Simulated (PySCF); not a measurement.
## From a computed spectrum to the compound

A species of 3 atoms with charge 1 has these harmonic modes (PBE0, small Gaussian bases with core potentials, PySCF 2.14.0):

```
cm⁻¹  km/mol  symmetry
 195     9.8        a1
 670    56.2        b2
 676    33.9        a1
```

Question: Which species is it, and in which structure?

Answer: [BiF2]+ (singlet):
```xyz
3

Bi    0.0000    0.0000   -0.2045
F     1.4602    0.0000    1.1250
F    -1.4602    0.0000    1.1250
```
Ideal gas at 298.15 K and 1 bar: S = 287.8 J/(mol K), Cp = 48.4 J/(mol K), H − H(0 K) = 12.1 kJ/mol (rigid rotor, harmonic modes, spin degeneracy alone). 
 The answer isn't unique; the calculation gave this one.
